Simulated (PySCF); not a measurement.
**Polarisability and C₆ of Pt⁺ (platinum, charge +1)**

[Xe] 4f14 5d9, 2D determinant. All numbers are calculated (PySCF 2.14, a scalar-relativistic core potential, in aug-cc-pwCVTZ-PP with ECP60MDF). Coupled (time-dependent) response in atomic units; α is the mean over directions.

```
method  mean α (bohr³)         α xx, yy, zz  C₆ (like pair)  S(−4)
revPBE           17.07  16.99, 16.99, 17.24           129.7  97.53
```

S(−4) is the Cauchy moment in α(ω) = α(0) + S(−4) ω² + …

Spin-orbit coupling is absent.

α(iu) at revPBE:

```csv
u (hartree),α(iu) (bohr³)
0,17.07
0.0500,16.84
0.100,16.18
0.200,14.24
0.300,12.26
0.500,9.245
0.750,6.846
1.00,5.285
1.50,3.425
2.00,2.396
3.00,1.349
5.00,0.5878
```

A single London oscillator, α(iu) = α/(1 + u²/ω²), gives C₆ = (3/4) ω α². Matching the computed C₆ needs ω = 4 × 129.7 / (3 × 17.07²) = 0.593 hartree.

For an ion, C₆ is the dispersion term alone; charge-induced terms of lower order in 1/R come first.

The components differ because the open shell of this determinant is not spherical; for a pure term their mean is the scalar polarisability.

Energies and moments cover only the electrons outside the core potential. Spin-orbit coupling, absent here, splits the open shell strongly. ⟨S²⟩ = 1.02 against 0.75 shows spin contamination.
